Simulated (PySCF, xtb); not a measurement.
GaCl3, SMILES [Cl][Ga]([Cl])[Cl].

Harmonic wavenumbers (cm⁻¹) from GFN2-xTB run with xtb at its own minimum, in rising order: 104, 104, 124, 317, 397, 397.

Problem. What does PBE-D3(BJ)/def2-SVP run with PySCF 2.14.0 give at its own minimum? (An estimate is asked for; the answer gives what the named calculation found.)

Solution. 120, 120, 131, 359, 456, 456. Paired by order, the mean absolute difference is 33 cm⁻¹ and the zero-point energies are 2.1 and 2.3 kcal/mol.
